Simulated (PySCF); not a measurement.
CH10N2Si2, SMILES N([SiH2]CN)[SiH3].

Coordinates come from a PBE-D3(BJ)/def2-SVP optimisation. The structure was generated by enumeration, and PubChem lists no compound with its InChIKey, so it may never have been made. One conformer was computed; it need not be the lowest.

The numbers are results of PySCF 2.14.0 with PBE-D3(BJ)/def2-SVP, not measurements.

Frequencies are harmonic and unscaled.

Question: Estimate the vibrational spectrum. (An estimate is asked for; the answer gives what the named calculation found.)

Answer: 
| mode | ν (cm⁻¹) | IR (km/mol) | moving atoms (share of kinetic energy) |
|---|---|---|---|
| 1 | 50 | 1.9 | H 37 %, N 32 %, Si 20 %, C 11 % |
| 2 | 66 | 0.3 | H 90 % |
| 3 | 79 | 2.3 | N 52 %, Si 24 %, H 22 % |
| 4 | 150 | 0.4 | H 39 %, N 32 %, Si 16 %, C 13 % |
| 5 | 208 | 3.7 | N 44 %, Si 31 %, H 21 % |
| 6 | 276 | 11.2 | H 74 %, N 12 %, Si 8 % |
| 7 | 334 | 28.3 | H 52 %, C 18 %, Si 16 %, N 15 % |
| 8 | 526 | 16.6 | H 70 %, Si 18 %, N 9 % |
| 9 | 562 | 57.8 | H 82 %, Si 10 % |
| 10 | 591 | 3.3 | H 46 %, Si 32 %, C 11 %, N 11 % |
| 11 | 636 | 6.3 | H 66 %, C 20 %, Si 13 % |
| 12 | 685 | 2.6 | H 72 %, C 12 %, Si 11 % |
| 13 | 689 | 67.8 | H 83 %, N 9 %, Si 9 % |
| 14 | 743 | 35.6 | H 64 %, Si 16 %, C 14 % |
| 15 | 776 | 102.2 | H 59 %, N 26 %, Si 11 % |
| 16 | 822 | 232.7 | H 77 %, N 15 % |
| 17 | 881 | 179.2 | H 75 %, C 11 % |
| 18 | 891 | 45.1 | H 92 % |
| 19 | 925 | 87.6 | H 92 % |
| 20 | 938 | 231.5 | H 72 %, N 15 %, Si 13 % |
| 21 | 959 | 14.9 | H 62 %, N 31 % |
| 22 | 972 | 95.7 | H 89 %, Si 9 % |
| 23 | 1048 | 4.3 | C 37 %, N 34 %, H 29 % |
| 24 | 1063 | 5.3 | H 93 % |
| 25 | 1176 | 321.9 | H 65 %, N 32 % |
| 26 | 1213 | 3.3 | H 73 %, C 21 % |
| 27 | 1291 | 1.9 | H 74 %, C 18 % |
| 28 | 1405 | 4.8 | H 92 % |
| 29 | 1583 | 16.5 | H 92 % |
| 30 | 2101 | 143.9 | H 97 % |
| 31 | 2121 | 207.0 | H 96 % |
| 32 | 2147 | 130.5 | H 98 % |
| 33 | 2156 | 47.7 | H 97 % |
| 34 | 2167 | 152.0 | H 97 % |
| 35 | 2898 | 66.4 | H 94 % |
| 36 | 3008 | 11.0 | H 92 %, C 8 % |
| 37 | 3372 | 135.6 | H 93 % |
| 38 | 3402 | 1.8 | H 96 % |
| 39 | 3482 | 2.4 | H 92 %, N 8 % |
